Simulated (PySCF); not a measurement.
# Circular dichroism: `N#C[C@@H]1O[C@H]1CCF`, C5H6FNO

Cartesian coordinates in Å; atom numbers follow the order of the lines, from 1:
```xyz
14

N     3.409    0.756    0.793
C     2.460    0.158    0.510
C     1.275   -0.597    0.162
O     1.223   -1.140   -1.139
C     0.331   -0.092   -0.847
C    -1.130   -0.429   -0.753
C    -1.878    0.485    0.190
F    -1.380    0.353    1.465
H     0.888   -1.233    0.969
H     0.583    0.864   -1.329
H    -1.587   -0.365   -1.754
H    -1.230   -1.475   -0.420
H    -2.951    0.234    0.202
H    -1.773    1.542   -0.112
```

Computed with TDDFT PBE0/def2-SVPD circular dichroism and optical rotation, one conformer, gas phase in PySCF. Geometry: PBE0-D3(BJ)/def2-SVP.

The molecule is flexible and this is one conformer; a measurement averages over conformers. Singlets 8 and 9 lie within 0.01 eV of each other, so their separate moments and overlaps can depend on how they mix.

(1) Assign R or S to each stereocentre.

(2) List the lowest 12 singlet excitations with oscillator and rotatory strengths.

Answers

(1) C3 S, C5 S.

(2) Rotatory strengths R in 10⁻⁴⁰ esu² cm², velocity form and length form (origin at the centre of mass); f in length form.
| state | E (eV) | λ (nm) | f | R (velocity) | R (length) | main |
| --- | --- | --- | --- | --- | --- | --- |
| 1 | 6.99 | 177 | 0.020 | +21.0 | +21.1 | HOMO→LUMO 0.73 |
| 2 | 7.16 | 173 | 0.003 | 0.0 | +0.1 | HOMO−1→LUMO 0.69, HOMO→LUMO 0.13 |
| 3 | 7.60 | 163 | 0.021 | -7.4 | -7.4 | HOMO→LUMO+1 0.43, HOMO−2→LUMO 0.29 |
| 4 | 7.75 | 160 | 0.031 | -21.7 | -21.9 | HOMO−2→LUMO 0.33, HOMO−2→LUMO+1 0.25 |
| 5 | 7.96 | 156 | 0.018 | +25.9 | +26.3 | HOMO−1→LUMO+1 0.51, HOMO→LUMO+1 0.18 |
| 6 | 8.25 | 150 | 0.009 | +22.9 | +22.1 | HOMO→LUMO+2 0.83 |
| 7 | 8.50 | 146 | 0.017 | -4.6 | -3.9 | HOMO−1→LUMO+2 0.83 |
| 8 | 8.66 | 143 | 0.026 | -8.9 | -9.6 | HOMO→LUMO+3 0.75, HOMO−5→LUMO 0.14 |
| 9 | 8.67 | 143 | 0.029 | +30.6 | +30.9 | HOMO−5→LUMO 0.55, HOMO→LUMO+3 0.17 |
| 10 | 8.77 | 141 | 0.065 | -6.5 | -6.7 | HOMO−4→LUMO 0.39, HOMO−6→LUMO 0.29 |
| 11 | 8.89 | 139 | 0.029 | -12.2 | -11.7 | HOMO→LUMO+4 0.61, HOMO−1→LUMO+3 0.15 |
| 12 | 8.93 | 139 | 0.025 | +27.8 | +26.6 | HOMO−1→LUMO+3 0.65, HOMO→LUMO+4 0.20 |

Among the states computed, the strongest CD band (largest |R|) is state 9. The largest dissymmetry factor in size, g = 4R/(D+G), with D and G the electric and magnetic dipole strengths, is +0.03 for state 6 (velocity form, f = 0.010), among bands with |R| over 0.5. The mirror image has the same energies and oscillator strengths and all R with the opposite sign.
